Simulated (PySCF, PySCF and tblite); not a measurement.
A run on one conformer of C₈H₅F₃O, numbered as in [O:1]=[C:2]([c:3]1[cH:4][cH:5][cH:6][cH:7][cH:8]1)[C:9]([F:10])([F:11])[F:12], from an ensemble study. The sound level was PBE0/pcSseg-1 (IEF-PCM, chloroform) on GFN2-xTB geometries.

Input:

```
{"job": {"xc": "PBE0", "basis": "pcSseg-1", "solvent": "acetone", "gauge": [3, 0, 0], "kind": "nmr", "pop": false}, "charge": 0, "multiplicity": 1}
O     -1.721359    -2.004838    -0.769338
C     -1.472765    -0.866522    -0.464108
C     -0.149017    -0.354938    -0.108064
C      0.907634    -1.275073    -0.125934
C      2.187164    -0.875485     0.196327
C      2.431427     0.446484     0.540218
C      1.392229     1.364247     0.560281
C      0.105360     0.975007     0.239658
C     -2.646730     0.159647    -0.442125
F     -2.446916     1.176500    -1.298960
F     -2.820483     0.705528     0.774371
F     -3.797692    -0.414954    -0.780051
H      0.691985    -2.297369    -0.397404
H      2.996080    -1.589752     0.180631
H      3.432640     0.762113     0.792887
H      1.586223     2.391735     0.827656
H     -0.682778     1.709702     0.264044
```

Command: OMP_NUM_THREADS=1 python ens_run.py task.json out

Output:

```
coarse grid: 16136 points
cycle   1  E = -681.4927131847  dE =  2.363e+00  |g| = 1.158e+00  |ddm| = 4.257e+00
cycle   2  E = -680.8940802055  dE =  5.986e-01  |g| = 2.192e+00  |ddm| = 2.794e+00
cycle   3  E = -681.7255577875  dE = -8.315e-01  |g| = 2.410e-01  |ddm| = 2.151e+00
cycle   4  E = -681.7346786426  dE = -9.121e-03  |g| = 1.181e-01  |ddm| = 3.213e-01
cycle   5  E = -681.7370474927  dE = -2.369e-03  |g| = 1.708e-02  |ddm| = 1.157e-01
cycle   6  E = -681.7371090745  dE = -6.158e-05  |g| = 4.832e-03  |ddm| = 1.918e-02
cycle   7  E = -681.7371135419  dE = -4.467e-06  |g| = 1.401e-03  |ddm| = 5.032e-03
final grid: 162544 points
cycle   8  E = -681.8374851443  dE = -4.679e-05  |g| = 1.218e-02  |ddm| = 6.451e-02
cycle   9  E = -681.8374223601  dE =  6.278e-05  |g| = 2.221e-02  |ddm| = 3.330e-02
cycle  10  E = -681.8375149848  dE = -9.262e-05  |g| = 2.217e-03  |ddm| = 2.188e-02
cycle  11  E = -681.8375160276  dE = -1.043e-06  |g| = 3.778e-04  |ddm| = 2.173e-03
cycle  12  E = -681.8375160528  dE = -2.514e-08  |g| = 1.838e-04  |ddm| = 4.929e-04
cycle  13  E = -681.8375160613  dE = -8.564e-09  |g| = 5.067e-05  |ddm| = 2.149e-04
cycle  14  E = -681.8375160619  dE = -5.766e-10  |g| = 1.033e-05  |ddm| = 5.194e-05
converged SCF energy = -681.8375160619

GIAO shielding tensors (ppm)
atom      isotropic    diamagn.    paramagn.     s11        s22        s33       span
  0 O     -283.102     411.162    -694.264   -760.351   -412.235    323.280   1083.631
  1 C       78.648     620.297    -541.649    -50.484     85.758    200.669    251.153
  2 C      124.755     628.975    -504.220     12.217    100.675    261.374    249.157
  3 C       98.988     532.976    -433.987      7.105     41.047    248.812    241.708
  4 C      106.489     537.100    -430.611    -18.455     90.183    247.739    266.194
  5 C       98.035     536.154    -438.120    -39.425     85.603    247.926    287.352
  6 C       94.093     494.825    -400.732    -16.008     61.259    237.027    253.034
  7 C       91.571     520.391    -428.821     -3.139     32.587    245.264    248.403
  8 C      144.087     560.725    -416.639    107.369    161.422    163.469     56.101
  9 F      274.454     548.693    -274.240    162.117    230.029    431.214    269.097
 10 F      257.820     480.775    -222.955    148.255    204.020    421.184    272.929
 11 F      193.153     153.241      39.912     68.221    134.570    376.669    308.448
 12 H       44.900     108.704     -63.804     -3.931     47.368     91.264     95.195
 13 H       53.069     167.113    -114.044     23.705     57.359     78.144     54.438
 14 H       54.877     178.102    -123.226     29.458     60.601     74.570     45.111
 15 H       37.949      78.665     -40.716     -3.675     40.722     76.801     80.477
 16 H       47.087      93.992     -46.905    -10.451     58.400     93.312    103.762
```

Question: What is wrong with this calculation?

Answer: The setting at fault: common gauge origin in a small basis. (The solvent model also differs from the sound level's.) Self-consistency was reached.
